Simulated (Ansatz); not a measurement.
Ansatz (an electronic-structure program) input:

Ansatz 0.2 input:
```yaml
crystal:
  periodic: [false, false, false]
  atoms:
    - {symbol: Si, position_ang: [-0.64549866, 0.01410864, -0.79268728]}
    - {symbol: C, position_ang: [-1.40026210, 1.59421692, -1.13647412]}
    - {symbol: C, position_ang: [-1.43695809, -0.88514806, 0.69451037]}
    - {symbol: O, position_ang: [1.06402653, -0.24487734, -0.44207809]}
    - {symbol: Si, position_ang: [2.32820820, -0.21113045, 0.48401020]}
    - {symbol: H, position_ang: [-0.63853956, -0.96885693, -1.91498032]}
    - {symbol: H, position_ang: [-0.96025848, 2.21837121, -1.91279515]}
    - {symbol: H, position_ang: [-1.74229448, 2.20390540, -0.30208566]}
    - {symbol: H, position_ang: [-0.89105647, -1.78714797, 0.96384138]}
    - {symbol: H, position_ang: [-1.46115700, -0.24409277, 1.57217219]}
    - {symbol: H, position_ang: [-2.46263277, -1.16772122, 0.46954877]}
    - {symbol: H, position_ang: [3.48969910, -0.67849254, -0.30407042]}
    - {symbol: H, position_ang: [2.21999323, -1.09175898, 1.66974154]}
    - {symbol: H, position_ang: [2.64468986, 1.14029579, 0.99480195]}
basis:
  gaussian:
    orbitals: def2-TZVP
hamiltonian:
  xc: b3lyp
  dispersion: d3bj
total_charge: -1
relax: {f_tol: 0.002, max_steps: 150}
```

Question: Predict the final energy.

Answer: -736.08024 Eh (B3LYP-D3(BJ)/def2-TZVP). The basis has 221 functions.

It need not be the lowest isomer of its formula. Whether it binds its extra electron was not tested at this geometry.
